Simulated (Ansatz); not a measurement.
```yaml
crystal:
  periodic: [false, false, false]
  atoms:
    - {symbol: Be, position_ang: [0.423335, -0.638558, -0.471591]}
    - {symbol: Be, position_ang: [-1.437828, -2.101736, -1.785203]}
    - {symbol: Be, position_ang: [0.569366, 1.785977, 1.461314]}
    - {symbol: Br, position_ang: [-1.616741, -0.295314, -0.285405]}
    - {symbol: Br, position_ang: [0.855382, -2.211356, -1.751020]}
    - {symbol: Br, position_ang: [-0.727735, 2.927442, 2.278639]}
    - {symbol: Br, position_ang: [1.934211, 0.533555, 0.553274]}
basis:
  gaussian: {orbitals: def2-TZVP, initial_orbitals: start.molden}
total_charge: 1
magnetization: {spin_polarized: true, initial_magnetization: 1}
hamiltonian: {xc: {name: wB97X-V}}
scf: {omitted_lower_state_checks: [starts]}
output: {orbitals: {seedname: orbitals}}
```

The file start.molden holds the orbitals of an earlier run on this structure, at another level or in another basis.

```sh
$ ansatz run in.yaml --threads 4 --pin off --events-out ev --progress --plain --max-ram 4787MiB
```

Task: Does this run fit into the memory that it is given?

Result: No. It has 249 basis functions, and Ansatz plans for 6 GiB where 5 GiB are given.
